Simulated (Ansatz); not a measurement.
Ansatz results at the PBE0-D4/def2-TZVP geometry: LUMO energy (B3LYP/def2-TZVPP) -0.42 eV; HOMO–LUMO gap (PBE/def2-TZVPP) 6.23 eV; HOMO energy (ωB97M-V/def2-TZVPP) -11.11 eV.

Each molecule was computed in one conformer, which needn't be the lowest.

(1) Which molecule gave them?
A. `O=CCO`
B. `CC1=NCO1`
C. `BNC(C)F`
D. `OP[SiH3]`

Results:

(1) C. The others give `CC1=NCO1`: 0.15, 5.76, -10.09; `O=CCO`: -1.40, 4.27, -10.57; `OP[SiH3]`: -0.87, 4.34, -9.17.

B3LYP here is the variant with VWN-RPA as its local correlation; programs differ in this.
